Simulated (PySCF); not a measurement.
Input for PySCF:
```python
from pyscf import gto, scf, dft

mol = gto.Mole()
mol.atom = '''
    Si   -0.00000000   -0.00000000   -0.55809941
    O     0.00000000    0.00000000    1.43710598
'''
mol.basis = 'def2-svp'
mol.spin = 2
mol.verbose = 4
mol.build()

mf = dft.UKS(mol)
mf.xc = 'lda,vwn'
mf.kernel()
mf.analyze()
```

Q: Predict the HOMO energy from PySCF with SVWN5/def2-SVP.

A: -4.30 eV

Q: Give the total energy at the level SVWN5/def2-SVP.

A: -362.6980 Eh

Q: Give the number of basis functions at the level SVWN5/def2-SVP.

A: 32

These values belong to the state on which the SCF converged, which isn't shown to be the lowest.
